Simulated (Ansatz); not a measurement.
Start from `O[Si](Br)(Br)Br` and change one atom or group to get `Cl[Si](Br)(Br)Br`.

Ansatz, PBE0-D4/def2-TZVP geometries, multiplicity 1. Each molecule was computed in one conformer, which needn't be the lowest.

Scalar relativity is left out up to krypton. Spin–orbit coupling is left out; it splits and shifts lone-pair levels of the heavy atoms by tenths of an eV.

| property | `O[Si](Br)(Br)Br` |
| --- | --- |
| LUMO energy (PBE/def2-TZVPP) / eV | -1.87 |
| HOMO energy (ωB97M-V/def2-TZVPP) / eV | -10.70 |
| HOMO energy (B3LYP/def2-TZVPP) / eV | -8.24 |
| size of the dipole moment (B3LYP/def2-TZVPP) / D | 1.48 |
| HOMO energy (PBE/def2-TZVPP) / eV | -7.23 |
| HOMO–LUMO gap (PBE/def2-TZVPP) / eV | 5.36 |

**Question.** Give the same properties after the change, and the shifts. (Best estimate.)

**Answer.** Ansatz gave: 
```tsv
property	`Cl[Si](Br)(Br)Br`	shift
LUMO energy (PBE/def2-TZVPP) / eV	-2.33	-0.46
HOMO energy (ωB97M-V/def2-TZVPP) / eV	-10.88	-0.18
HOMO energy (B3LYP/def2-TZVPP) / eV	-8.41	-0.17
size of the dipole moment (B3LYP/def2-TZVPP) / D	0.09	-1.39
HOMO energy (PBE/def2-TZVPP) / eV	-7.41	-0.18
HOMO–LUMO gap (PBE/def2-TZVPP) / eV	5.07	-0.29
```

With PBE0 the HOMO falls by 0.18 eV and the LUMO falls by 0.47 eV, so the gap narrows by about 0.29 eV. PBE moves the HOMO by -0.18 eV and ωB97M-V by -0.18 eV. The zero-point energy changes by -32.6 kJ/mol with -3 modes. Dipoles are sizes alone; their direction can turn.

B3LYP here is the variant with VWN-RPA as its local correlation; programs differ in this.
